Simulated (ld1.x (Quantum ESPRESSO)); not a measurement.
## gold: variants of one PAW potential

Base potential:

```json
{"Element": "gold", "Generator": "ld1.x (Quantum ESPRESSO) 7.5", "Type": "PAW", "Functional": "LDA (PZ)", "Relativity": "scalar-relativistic", "Frozen core": "[Xe] 4f14", "Valence charge": "11", "Reference configuration": "5d10 6s0.5 6p0.5", "Partial waves": "6s (bound): rcut 1.95, rcutus 2.25 bohr; 6s channel at 3.1 Ry: rcut 1.95, rcutus 2.25 bohr; 6p (bound): rcut 2.00, rcutus 2.70 bohr; 6p channel at 1.6 Ry: rcut 2.00, rcutus 2.70 bohr; 5d (bound): rcut 2.15, rcutus 2.45 bohr; 5d channel at -0.1 Ry: rcut 2.15, rcutus 2.45 bohr", "Local potential": "all-electron potential smoothed inside 2.25 bohr (lloc = -1)", "Core correction": "Bessel-smoothed model core, default radius (core density twice the valence density)", "Augmentation charge": "PSQ, inside the norm-conserving radii"}
```

All-electron outer shells of the reference configuration (LDA (PZ), scalar-relativistic, ld1.x):

```
shell  level (eV)  outermost node (bohr)  outermost maximum (bohr)
   4f      -82.72                      –                      0.37
   5p      -61.21                   0.52                      0.96
   5d       -8.22                   0.56                      1.21
   6s       -6.94                   1.11                      2.29
   6p       -1.54                   1.32                      3.42
```

Cutoffs, loose and tight: the cutoffs (Ry, on a coarse ladder) from which the occupation-weighted sum of valence levels, in a spherical-Bessel basis at the reference potential, stays within 10 and 1 mRy of its value at 400 Ry. They do not see the model core or the augmentation charge, which bear on the density cutoff. Test errors are all-electron minus pseudo excitation energies from the reference, over the configurations 5d10 6s1 6p0; 5d10 6s0 6p0; 5d9 6s0 6p0; 5d7 6s0 6p0; 5d10 6s0.5 6p0; 5d9 6s1 6p0; 5d9 6s2 6p0 (two spin-polarised tests are not counted in the largest error). A dash means not determined; rows that change the core or the reference have their own tests.

A true bound ghost makes a file unfit for plane-wave use even where its test errors are small: the radial tests pick states by their node count and pass the ghost by.

The default core radius of the base comes out at 1.02 bohr.

| change | outcome | cutoff, loose | cutoff, tight | bound ghosts | largest test error (meV) |
| --- | --- | --- | --- | --- | --- |
| base | generated | 18 Ry | 30 Ry | none | -757 |
| local potential all-electron potential smoothed inside 1.58 bohr (lloc = -1) | generated | 18 Ry | 30 Ry | s, d, p | test run stopped at test 1 of 9 (negative rho) |
| functional PBE | generated | 18 Ry | 30 Ry | none | -648 |
| wave 6s channel at 3.1 Ry: rcut 1.95, rcutus 2.25 bohr becomes 6s channel at 0.78 Ry: rcut 1.95, rcutus 2.25 bohr | generated | 18 Ry | 30 Ry | none | -757 |
| reference 5d10 6s0 6p0 | generated | 18 Ry | 30 Ry | none | -44 over the solved tests; 2 of 9 tests not solved or not reliable |
| waves 6p (bound): rcut 1.74, rcutus 1.84 bohr; 6p channel at 1.6 Ry: rcut 1.74, rcutus 1.84 bohr | failed: run_pseudo: Errors in PS-KS equation | – | – | – | – |
| waves 5d (bound): rcut 1.92, rcutus 2.04 bohr; 5d channel at -0.1 Ry: rcut 1.92, rcutus 2.04 bohr | generated | 30 Ry | 45 Ry | none | -603 |
| type TM; waves now 6p (bound): rc 2.70 bohr; 5d (bound): rc 2.45 bohr; 6s (bound): rc 2.25 bohr; local potential the s channel | generated | 35 Ry | 55 Ry | none | -837 |
| core correction a·sin(br)/r model core, default radius (ld1.x builds one for every PAW set, though the input has nlcc=.false.) | generated | 18 Ry | 30 Ry | none | -793 |
| core [Kr] 4d10 4f14, valence charge 19; reference 5s2 5p6 5d10 6s0 6p0; waves now 5s (bound): rcut 1.20, rcutus 1.45 bohr; 6s (bound): rcut 1.20, rcutus 1.45 bohr; 5p (bound): rcut 1.40, rcutus 1.85 bohr; 6p (bound): rcut 1.40, rcutus 1.85 bohr; 5d (bound): rcut 1.85, rcutus 2.45 bohr; 5d channel at -0.1 Ry: rcut 1.85, rcutus 2.45 bohr; local potential all-electron potential smoothed inside 1.65 bohr (lloc = -2) | failed: new_paw_hamiltonian: negative rho | – | – | – | – |
